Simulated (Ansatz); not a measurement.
Input (CCSDT(Q)/cc-pV(T+d)Z; Ansatz, a quantum-chemistry and plane-wave program): A basis named .json is the Basis Set Exchange file of that set.

Ansatz 0.2 input:
```yaml
crystal:
  periodic: [false, false, false]
  atoms:
    - {symbol: Al, position_ang: [0.00000000, 0.00000000, 0.00000000]}
    - {symbol: F, position_ang: [-0.00000000, -0.00000000, -1.59181975]}
    - {symbol: F, position_ang: [0.00000000, 0.00000000, 1.59181975]}
basis:
  gaussian:
    orbitals: cc-pV_T+d_Z.json
total_charge: 1
magnetization: {spin_polarized: false}
correlation: {method: ccsdt_q, electrons: outside_noble_gas}
```

Output:

```
Functional definition: HF
integrals: 0.16 GiB planned
1225 factors; integrals over basis functions are off by at most 1.5e-7 eV
mean field: 0.30 GiB planned
mean field evaluation 1: about -11983.6492 eV, gradient 7.9e1 eV
mean field evaluation 2: about -11983.6498 eV, gradient 7.9e1 eV
mean field evaluation 4: about -11992.1137 eV, gradient 1.5e0 eV
mean field evaluation 8: about -11992.1205 eV, gradient 7.8e-5 eV
mean field evaluation 16: about -11992.1200 eV, gradient 2.9e-1 eV
mean field -11992.12049400 eV, -440.7022996033 hartree, gradient 3.4e-6 eV, S^2 0.000000; 0 other end points of the search recorded, 0 dependent functions left out
7 core orbitals not correlated
reference -11992.12049400 eV, -440.7022996033 hartree; 8, 8 occupied and 84, 84 virtual orbitals, 1225 factors
second order -15.23781593 eV of doubles, -0.00000000 eV of singles
coupled cluster: 6.28 GiB planned
cycle   1  -14.75428746 eV  change    4.8e-1 eV  update   1.1e-1
cycle   2  -15.29841392 eV  change   -5.4e-1 eV  update   6.4e-2
cycle   3  -15.62932884 eV  change   -3.3e-1 eV  update   1.9e-2
cycle   4  -15.61502930 eV  change    1.4e-2 eV  update   8.3e-3
cycle   5  -15.57275701 eV  change    4.2e-2 eV  update   3.8e-3
cycle   6  -15.56775907 eV  change    5.0e-3 eV  update   1.5e-3
cycle   7  -15.57073640 eV  change   -3.0e-3 eV  update   4.2e-4
cycle   8  -15.57170715 eV  change   -9.7e-4 eV  update   2.1e-4
cycle   9  -15.57139571 eV  change    3.1e-4 eV  update   6.0e-5
cycle  10  -15.57148133 eV  change   -8.6e-5 eV  update   3.3e-5
cycle  11  -15.57136877 eV  change    1.1e-4 eV  update   1.4e-5
cycle  12  -15.57136523 eV  change    3.5e-6 eV  update   5.2e-6
cycle  13  -15.57136252 eV  change    2.7e-6 eV  update   2.1e-6
cycle  14  -15.57135931 eV  change    3.2e-6 eV  update   8.6e-7
cycle  15  -15.57135928 eV  change    3.4e-8 eV  update   3.9e-7
perturbative correction -0.01727661 eV, -0.0006349038 hartree
Total energy: -12007.70912989 eV, -441.2751714058 hartree
```
